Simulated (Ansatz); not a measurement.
Stretching the Si1–Cl2 bond in SiCl (multiplicity 2 held). Energies count from the point at 2.084 Å.


R- and RO- levels are restricted; in cc, def2 and unpolarised 6-31G sets they are followed outwards from rest. Unrestricted levels (U-) break spin symmetry where that is lower. Active spaces are followed from rest. Levels need not reach the same state.

Cores are frozen in the correlated methods.

Run with Ansatz (Gaussian basis) for Hartree–Fock, density functionals and correlated methods. Values without a source in brackets are computed.

```json
[
 {"level": "RO-HF/cc-pV(T+d)Z", "energy at R = 8.335 Å (eV)": "6.596"},
 {"level": "U-HF/cc-pV(T+d)Z", "energy at R = 8.335 Å (eV)": "3.074"},
 {"level": "RO-PBE/cc-pV(T+d)Z", "energy at R = 8.335 Å (eV)": "4.679"},
 {"level": "RO-SCS-MP2/cc-pV(T+d)Z", "energy at R = 8.335 Å (eV)": "5.298"},
 {"level": "U-SCS-MP2/cc-pV(T+d)Z", "energy at R = 8.335 Å (eV)": "4.232"},
 {"level": "U-CCSD/cc-pV(T+d)Z", "energy at R = 8.335 Å (eV)": "4.047"},
 {"level": "CASSCF(11,8)/cc-pV(T+d)Z", "energy at R = 8.335 Å (eV)": "…"},
 {"level": "FIC-NEVPT4(SD) on CASSCF(11,8)/cc-pV(T+d)Z", "energy at R = 8.335 Å (eV)": "4.174"},
 {"level": "FIC-MRCISD+Q on CASSCF(11,8)/cc-pV(T+d)Z", "energy at R = 8.335 Å (eV)": "4.148"}
]
```

Q: What belongs in the gaps?

A: 
- CASSCF(11,8)/cc-pV(T+d)Z, energy at R = 8.335 Å (eV): 3.723

Doubts at one or more of the structures used: a restricted determinant that unrestricted orbitals would lower (RO-HF/cc-pV(T+d)Z, RO-PBE/cc-pV(T+d)Z, RO-SCS-MP2/cc-pV(T+d)Z); a spin-contaminated determinant (U-HF/cc-pV(T+d)Z, U-SCS-MP2/cc-pV(T+d)Z, U-CCSD/cc-pV(T+d)Z).

Ansatz is an electronic-structure program.
